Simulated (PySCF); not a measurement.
**Relaxation of singlet MoNI₃**

These are results of PySCF, PBE, basis Mo def2-SVP with ECP28, N def2-SVP, I def2-SVP with ECP28 (scalar-relativistic core potentials, no spin–orbit coupling, density fitting), not measurements. A (50,194) grid was used.

A hand-made tetrahedral start, of C3v symmetry, held to at least that symmetry:

```xyz
5
charge 0 multiplicity 1, angstrom
Mo    0.0000   -0.5279   -0.3734
N     0.0000   -2.0056   -1.4186
I     2.2127   -0.5282    1.1912
I    -2.2127   -0.5282    1.1912
I     0.0000    1.6850   -1.9377
```

Optimiser trace:
| step | E − E(last) (kJ/mol) | largest gradient (Eh/bohr) |
| --- | --- | --- |
| 0 | 79.32 | 0.10202 |
| 1 | 9.37 | 0.01121 |
| 2 | 2.18 | 0.01430 |
| 3 | 0.15 | 0.00483 |
| 4 | 0.02 | 0.00068 |
| 5 | 0.00 | 0.00063 |
| 6 | 0.00 | 0.00013 |

It ends at C3v with Mo–I 2.619 Å (×3), Mo–N 1.640 Å; I–Mo–I 113.7° (×3), I–Mo–N 104.9° (×3) (after a last refinement on a finer grid). The frequency run here used a shortcut that can spoil soft modes, so no verdict on minimum or saddle point is given. Other isomers or separated fragments may lie lower.

Final geometry:
```xyz
5
charge 0 multiplicity 1, angstrom
Mo    0.0000   -0.3904   -0.2761
N     0.0000   -1.7296   -1.2234
I     2.1921   -0.5728    1.1450
I    -2.1921   -0.5728    1.1450
I     0.0000    1.6197   -1.9547
```

Stability towards spin polarisation was not tested.

The relaxation took of the order of 4 core-minutes on a shared host.
